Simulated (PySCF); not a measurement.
**How methods differ on the excitation energy of O⁺**

O⁺ [He] 2s2 2p3 (4S) → O⁺ [He] 2s1 2p4 (4P), as a difference of total energies. Calculation: PySCF 2.14, in aug-cc-pVTZ-DK (5s4p3d2f, 46 functions); scalar relativity by spin-free X2C-1e. Correlated levels: valence: 1s2 frozen. The calculations carry no spin-orbit coupling.

```tsv
method	excitation energy (eV)
UHF	14.989
MP2 (valence)	15.030
SCS-MP2 (valence)	15.035
CCSD (valence)	14.963
CCSD(T) (valence)	14.949
```

How much does correlation contribute at CCSD(T) (valence)?

14.949 − (14.989) = -0.040 eV, measured against UHF.

Errors of the correlated levels include the incompleteness of this basis and the frozen core.

For comparison: 14.870 eV (measured; NIST levels, between the centres of gravity of the two terms).
